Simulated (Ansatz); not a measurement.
`C[SiH](F)BN`, charge 0, multiplicity 1.

Q: Give a relaxed structure at PBE0-D4/def2-TZVP (Ansatz 0.2.0). (An estimate is asked.)

A: Ansatz gave: 
Z-matrix (Å, degrees):
```
C
Si 1 1.865
H 1 1.092 2 111.4
H 1 1.092 2 111.1 3 121.0
H 1 1.094 2 109.9 3 -119.5
F 2 1.623 1 107.9 3 -62.8
B 2 2.012 1 114.5 3 56.1
H 2 1.493 1 108.7 3 -177.3
N 7 1.385 2 118.2 1 -119.5
H 7 1.200 2 123.7 1 60.3
H 9 1.008 7 122.8 2 -0.4
H 9 1.007 7 123.7 2 -180.0
```
This is one stationary point; other conformers may exist.
